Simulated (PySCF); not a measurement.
**BI: from constants to spectrum**

RHF-CCSD(T) constants of BI, ¹Σ⁺ (singlet), closed shell (basis B def2-SVPD, I def2-SVPD with ECP28; scalar-relativistic core potentials; PySCF 2.14; masses 11.0093 and 126.9045 u):

- ωe: 578.1 cm⁻¹
- ωexe: 3.05 cm⁻¹
- Be: 0.36194 cm⁻¹
- αe: 0.00285 cm⁻¹
- D (centrifugal): 5.67e-07 cm⁻¹
- De to B + I: 3.46 eV

Give the band origin of the fundamental and the first lines of its P and R branches.

ν0 = ωe − 2ωexe = 572.0 cm⁻¹, B0 = 0.36051, B1 = 0.35767 cm⁻¹.

| J″ | P(J″) − ν0 | R(J″) − ν0 |
| --- | --- | --- |
| 0 |  | 0.715 |
| 1 | -0.721 | 1.425 |
| 2 | -1.448 | 2.129 |
| 3 | -2.180 | 2.827 |
| 4 | -2.918 | 3.519 |
| 5 | -3.662 | 4.206 |
| 6 | -4.411 | 4.887 |

Near which J would the R branch turn back, without centrifugal distortion?

At J ≈ (B0 + B1)/(2(B0 − B1)) − 1 ≈ 120.

Correlated steps freeze 5 core orbitals. Correlated levels converge slowly with the basis: in double zeta they bind strong bonds too weakly, by up to about 1 eV, and carry superposition errors of some tenths. These are scalar-relativistic numbers at best; spin–orbit coupling would shift them, the dissociation energy most. Where the molecule has an RHF reference, its open-shell atoms are computed with UHF.
